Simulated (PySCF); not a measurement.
Magnetic susceptibility: SMILES NC(=O)C#CC#CCBr, C6H4BrNO

Cartesian coordinates in Å; atom numbers follow the order of the lines, from 1:
```xyz
13

N    -3.1534   -0.1302    1.7585
C    -2.6105   -1.0129    0.8833
O    -3.1286   -2.0617    0.5726
C    -1.3408   -0.5808    0.3507
C    -0.2735   -0.3377   -0.1680
C     0.9211   -0.0101   -0.7139
C     1.9875    0.2311   -1.2305
C     3.2484    0.5907   -1.7957
Br    3.8700    2.3540   -1.1128
H    -4.0399   -0.3523    2.1797
H    -2.6992    0.7333    1.9971
H     3.1866    0.6992   -2.8792
H     4.0279   -0.1223   -1.5241
```

The calculation used GIAO revPBE/ANO-RCC-VDZP magnetisability, rotational g tensor and spin-rotation constants, non-relativistic, gas phase (PySCF 2.14.0). Geometry: GFN2-xTB.

The calculation is non-relativistic, which matters for the atoms heavier than Zn.

Question: How diamagnetic is it, and how anisotropic?

Answer: Isotropic -1488 × 10⁻³⁰ J/T², or -89.6 × 10⁻⁶ cm³/mol; principal values -1561, -1472, -1431 × 10⁻³⁰ J/T², anisotropy 115 × 10⁻³⁰ J/T² (root of half the summed squared differences of the principal values). The susceptibility is in cgs units.

Question: Split it along the inertial axes a, b, c into diamagnetic and paramagnetic parts about the centre of mass, with the quadrupole moment.

Answer: 
| axis | χ (10⁻⁶ cm³/mol) | diamagnetic (10⁻⁶ cm³/mol) | paramagnetic (10⁻⁶ cm³/mol) | summed x² of all electrons (Å²) | quadrupole Θ (D Å) |
| --- | --- | --- | --- | --- | --- |
| a | -93.9 | -362.3 | 268.4 | 1020.8 | -10.26 |
| b | -88.7 | -4394.2 | 4305.5 | 70.5 | +11.04 |
| c | -86.2 | -4629.8 | 4543.6 | 14.9 | -0.79 |

Anisotropies 2χaa − χbb − χcc = -12.9 and 2χbb − χaa − χcc = +2.6 × 10⁻⁶ cm³/mol. Θ is traceless in Buckingham's convention.

Question: And the rotational g tensor?

Answer: 
```tsv
axis	rotational constant (GHz)	g	nuclear part	electronic part
a	4.7609	-0.0273	0.5729	-0.6003
b	0.2479	-0.0035	0.4979	-0.5014
c	0.2360	-0.0028	0.5008	-0.5037
```
Asymmetric top; isotopes 79Br, 12C, 1H, 14N, 16O; no vibrational averaging.
